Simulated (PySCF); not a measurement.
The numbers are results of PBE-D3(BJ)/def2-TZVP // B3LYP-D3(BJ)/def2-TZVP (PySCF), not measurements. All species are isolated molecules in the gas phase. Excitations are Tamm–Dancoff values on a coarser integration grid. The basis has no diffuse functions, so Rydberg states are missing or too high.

Reference species (SMILES): `[Al]([SiH3])([SiH3])[I]` (neutral, multiplicity 1).

| Property | Value |
|---|---|
| S1 oscillator strength | 0.000 |
| LUMO | -3.15 eV |
| S1–T1 gap (TDA) | 0.37 eV |
| S1 excitation (TDA) | 3.11 eV |

Changed species: `[I][Al]([I])[I]` (3 of 3 SiH3 replaced by I; the reference has 1 of 3 SiH3 replaced by I).

Predict the effect on the S1 oscillator strength, LUMO, S1–T1 gap (TDA) and S1 excitation (TDA).

the S1 oscillator strength hardly moves; the LUMO goes up by 0.41 eV, to -2.74 eV; the S1–T1 gap (TDA) drops by 0.13 eV, to 0.24 eV; the S1 excitation (TDA) rises by 0.89 eV, to 4.00 eV.
